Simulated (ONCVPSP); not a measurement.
Logarithmic derivatives: Sc (Z = 21), ONCV

- Element: scandium
- Generator: ONCVPSP 4.0.1
- Type: optimised norm-conserving Vanderbilt (ONCV)
- Functional: LDA (Perdew-Zunger)
- Relativity: non-relativistic
- Frozen core: [Ar]
- Valence charge: 3
- Reference configuration: 3d1 4s0.5 (charge +1.5)
- Partial waves: 4s: rc 3.00 bohr, ncon 4, nbas 8, qcut 2 1/bohr, 2 projectors, debl 1.7 Ha; p scattering state at 0.23 Ha: rc 3.25 bohr, ncon 4, nbas 7, qcut 2.4 1/bohr, 2 projectors, debl 2.5 Ha; 3d: rc 2.60 bohr, ncon 4, nbas 9, qcut 6.4 1/bohr, 2 projectors, debl 0.6 Ha
- Local potential: polynomial inside 1.95 bohr (lpopt 5, dvloc0 0 Ha)
- Core correction: polynomial model core, fcfact 0.7

In the p channel the program set the typed energies aside and used 0.050, 2.550 Ha.

The phase is arctan(r·R′/R) of the radial function R(r), unwrapped; energies in Ha, scanned from -2 to 5 Ha. A pole is an energy at which the radial function vanishes at the test radius. The pseudo phase is shifted by a multiple of π to meet the all-electron one at the reference energy, and phase errors are pseudo minus all-electron; the curves can meet again beyond the range given. Levels narrower than the energy grid can be missing from the lists of poles.

```json
{"channel": "s", "radius (bohr)": "3.05", "reference energy (Ha)": "-0.47", "poles, all-electron": "0.28, 3.41", "poles, pseudo": "0.27, 1.02, 3.47", "unbroken range about the reference energy with phases within 0.05 rad": "below 1.0", "phase error 1 Ha above the reference energy (rad)": "-0.007"}
{"channel": "p", "radius (bohr)": "3.30", "reference energy (Ha)": "0.05", "poles, all-electron": "-1.63, 0.39, 2.98", "poles, pseudo": "0.39, 2.92, 3.56", "unbroken range about the reference energy with phases within 0.05 rad": "-0.4 to 1.1", "phase error 1 Ha above the reference energy (rad)": "-0.042"}
{"channel": "d", "radius (bohr)": "2.64", "reference energy (Ha)": "-0.52", "poles, all-electron": "-0.37, 1.91", "poles, pseudo": "-0.37, 1.98", "unbroken range about the reference energy with phases within 0.05 rad": "below 2.7", "phase error 1 Ha above the reference energy (rad)": "+0.003"}
```

Note: no bound ghost flagged; GHOST(+) flagged for s at 27.3 eV, p at 88.6 eV.

Phases in the s channel:

```json
{"E (Ha)": "-1.98", "all-electron": "1.319", "pseudo": "1.312"}
{"E (Ha)": "-1.80", "all-electron": "1.292", "pseudo": "1.285"}
{"E (Ha)": "-1.62", "all-electron": "1.256", "pseudo": "1.250"}
{"E (Ha)": "-1.44", "all-electron": "1.207", "pseudo": "1.201"}
{"E (Ha)": "-1.26", "all-electron": "1.132", "pseudo": "1.126"}
{"E (Ha)": "-1.08", "all-electron": "1.004", "pseudo": "0.997"}
{"E (Ha)": "-0.90", "all-electron": "0.742", "pseudo": "0.735"}
{"E (Ha)": "-0.72", "all-electron": "0.124", "pseudo": "0.118"}
{"E (Ha)": "-0.54", "all-electron": "-0.730", "pseudo": "-0.730"}
{"E (Ha)": "-0.36", "all-electron": "-1.164", "pseudo": "-1.165"}
{"E (Ha)": "-0.18", "all-electron": "-1.358", "pseudo": "-1.360"}
{"E (Ha)": "0.00", "all-electron": "-1.466", "pseudo": "-1.468"}
{"E (Ha)": "0.18", "all-electron": "-1.538", "pseudo": "-1.542"}
{"E (Ha)": "0.36", "all-electron": "-1.595", "pseudo": "-1.601"}
{"E (Ha)": "0.54", "all-electron": "-1.648", "pseudo": "-1.655"}
{"E (Ha)": "0.72", "all-electron": "-1.704", "pseudo": "-1.714"}
{"E (Ha)": "0.90", "all-electron": "-1.775", "pseudo": "-1.795"}
{"E (Ha)": "1.08", "all-electron": "-1.882", "pseudo": "-5.014"}
{"E (Ha)": "1.26", "all-electron": "-2.090", "pseudo": "-5.231"}
{"E (Ha)": "1.44", "all-electron": "-2.648", "pseudo": "-5.759"}
{"E (Ha)": "1.62", "all-electron": "-3.708", "pseudo": "-6.774"}
{"E (Ha)": "1.80", "all-electron": "-4.217", "pseudo": "-7.314"}
{"E (Ha)": "1.98", "all-electron": "-4.408", "pseudo": "-7.521"}
{"E (Ha)": "2.16", "all-electron": "-4.504", "pseudo": "-7.624"}
{"E (Ha)": "2.34", "all-electron": "-4.562", "pseudo": "-7.686"}
{"E (Ha)": "2.52", "all-electron": "-4.602", "pseudo": "-7.729"}
{"E (Ha)": "2.70", "all-electron": "-4.633", "pseudo": "-7.761"}
{"E (Ha)": "2.88", "all-electron": "-4.657", "pseudo": "-7.787"}
{"E (Ha)": "3.06", "all-electron": "-4.678", "pseudo": "-7.809"}
{"E (Ha)": "3.24", "all-electron": "-4.696", "pseudo": "-7.829"}
{"E (Ha)": "3.42", "all-electron": "-4.713", "pseudo": "-7.848"}
{"E (Ha)": "3.60", "all-electron": "-4.730", "pseudo": "-7.868"}
{"E (Ha)": "3.78", "all-electron": "-4.747", "pseudo": "-7.890"}
{"E (Ha)": "3.96", "all-electron": "-4.765", "pseudo": "-7.916"}
{"E (Ha)": "4.14", "all-electron": "-4.786", "pseudo": "-7.952"}
{"E (Ha)": "4.32", "all-electron": "-4.810", "pseudo": "-8.011"}
{"E (Ha)": "4.50", "all-electron": "-4.842", "pseudo": "-8.145"}
{"E (Ha)": "4.68", "all-electron": "-4.886", "pseudo": "-8.769"}
{"E (Ha)": "4.86", "all-electron": "-4.956", "pseudo": "-10.463"}
```
